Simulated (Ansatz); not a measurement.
C$_{3}$H$_{8}$Zn, SMILES `CC[CH2][ZnH]`. The species carries charge 0 and has multiplicity 1. All single points use the PBE0-D4/def2-TZVP geometry. It is one conformer, not always the lowest.

```xyz
12

C    -1.001   -0.479    0.917
C    -0.561   -0.480   -0.537
C     0.905   -0.093   -0.721
Zn    1.404    1.663   -0.013
H    -0.919    0.522    1.358
H    -2.039   -0.802    1.031
H    -0.376   -1.149    1.516
H    -0.742   -1.477   -0.958
H    -1.204    0.201   -1.107
H     1.545   -0.839   -0.232
H     1.176   -0.121   -1.783
H     1.811    3.054    0.530
```

Q: What is the dipole moment at ωB97M-V/def2-TZVPP? (Estimate.)

A: Ansatz gave: 0.70 D, with components (-0.14, -0.61, -0.30) D in this frame, pointing from negative to positive charge.

Q: And with PBE, r2SCAN, B3LYP? (Estimate.)

A: Ansatz gave: PBE 0.80 D, r2SCAN 0.77 D, B3LYP 0.76 D.

Q: Give the Mulliken charges with ωB97M-V, B3LYP, PBE in def2-TZVPP. (An estimate is asked.)

A: Ansatz gave: 
| atom | ωB97M-V | B3LYP | PBE |
| --- | --- | --- | --- |
| C1 | -0.31 | -0.25 | -0.25 |
| C2 | -0.17 | -0.10 | -0.12 |
| C3 | -0.34 | -0.22 | -0.19 |
| Zn4 | 0.25 | 0.24 | 0.16 |
| H5 | 0.08 | 0.06 | 0.06 |
| H6 | 0.11 | 0.08 | 0.08 |
| H7 | 0.10 | 0.08 | 0.08 |
| H8 | 0.09 | 0.06 | 0.06 |
| H9 | 0.09 | 0.06 | 0.06 |
| H10 | 0.11 | 0.07 | 0.07 |
| H11 | 0.12 | 0.08 | 0.08 |
| H12 | -0.11 | -0.14 | -0.11 |

B3LYP here is the variant with VWN-RPA as its local correlation; programs differ in this.
